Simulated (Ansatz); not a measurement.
`[CH3][SbH][SH]` + `[SiH3]C1C=N1` → `[CH3][SbH][SiH3]` + `SC1C=N1` at 400 K and 1 bar (formal exchange of groups at the Sb–S bond).

Isolated molecules relaxed with PBE0-D4/def2-TZVP in Ansatz; ΔE leaves out vibrations. CCSD(T)/CBS is the MP2 limit (def2-TZVPP, def2-QZVPP) plus CCSD(T) − MP2 in def2-TZVPP, frozen cores. def2 core potentials past Kr. For Sb outer-core shells are correlated without core-valence functions, which leaves a few kJ/mol of doubt a bond. Each species was taken in one conformer, which may not be the lowest.

| species | CCSD(T)/CBS energy (Eh) | H − E (kJ/mol) | S (J/(mol·K)) |
| --- | --- | --- | --- |
| `[CH3][SbH][SH]` | -678.86565 | 165.4 | 358.6 |
| `[SiH3]C1C=N1` | -422.79559 | 183.6 | 331.7 |
| `[CH3][SbH][SiH3]` | -571.34920 | 209.8 | 381.1 |
| `SC1C=N1` | -530.29347 | 139.7 | 309.5 |

H − E and S are ideal-gas, rigid-rotor, harmonic terms from PBE0-D4/def2-TZVP, for one conformer and one mirror image of each species. 1 Eh = 2625.50 kJ/mol, R = 8.31446 J/(mol·K).

By hand: ΔE, ΔH, ΔS and ΔG.

ΔE = (-571.34920) + (-530.29347) − (-678.86565) − (-422.79559) = 0.01857 Eh = 48.8 kJ/mol. Δ(H − E) = 209.8 + 139.7 − 165.4 − 183.6 = 0.5, so ΔH = 49.3 kJ/mol. ΔS = 381.1 + 309.5 − 358.6 − 331.7 = 0.3 J/(mol·K). ΔG = 49.3 − 400 × (0.3)/1000 = 49.2 kJ/mol.

By hand: the equilibrium constant, and the temperature at which ΔG would vanish if ΔH and ΔS stayed fixed.

log₁₀ K = −ΔG/(RT ln 10) = -6.4. ΔG = 0 at ΔH/ΔS = 164333 K, far beyond where these terms or the molecules hold.

The number of gas molecules stays the same, so ΔS is small and ΔH decides. A doubt of 5 kJ/mol in ΔE shifts log₁₀ K by 0.7 here. Other conformers and mirror images would add mixing entropy, several J/(mol·K) or more a flexible species. These are equilibria of isolated gas molecules and say nothing of rates. Largest T1 diagnostic: 0.013 (customary marks: 0.02 for closed shells, 0.045 for open ones).
